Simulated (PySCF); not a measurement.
# Electron correlation in Pr (praseodymium, neutral)

[Xe] 4f3 6s2, one real determinant. Computed with PySCF 2.14 in x2c-TZVPPall with one added diffuse shell each of s, p, d, f type (12s8p8d5f2g, 129 functions), with scalar relativity by spin-free X2C-1e. Frozen: [Ar] 3d10; 31 electrons correlated.

MP2 pair energies summed by pair of shells (mhartree):

```csv
pair,energy,share (%)
4d-4d,-254.34,25.1
4d-4f,-121.86,12.0
5p-5p,-120.08,11.9
4d-5p,-119.87,11.9
4f-5p,-75.36,7.5
4p-4d,-60.18,5.9
5s-5p,-34.82,3.4
4d-5s,-33.10,3.3
5p-6s,-31.82,3.1
4p-4p,-20.25,2.0
4s-4d,-19.46,1.9
4f-4f,-17.77,1.8
6s-6s,-17.70,1.8
4f-5s,-15.46,1.5
4p-4f,-14.43,1.4
4p-5p,-12.08,1.2
4f-6s,-7.34,0.7
4p-5s,-6.85,0.7
5s-5s,-6.29,0.6
4s-4p,-6.11,0.6
4d-6s,-5.32,0.5
4s-4f,-4.11,0.4
4s-4s,-2.20,0.2
5s-6s,-1.71,0.2
4s-5p,-1.33,0.1
4s-5s,-1.03,0.1
4p-6s,-0.51,0.1
4s-6s,-0.07,0.0
```

Total MP2 correlation energy: -1011.4 mhartree.

Same-spin part -365.01 and opposite-spin part -646.42 mhartree; SCS-MP2 scales them by 1/3 and 6/5 to -897.37 mhartree.

The reference is one real determinant that mixes LS terms of this configuration.

This basis was not built for core-valence correlation, so the inner-shell part is incomplete.
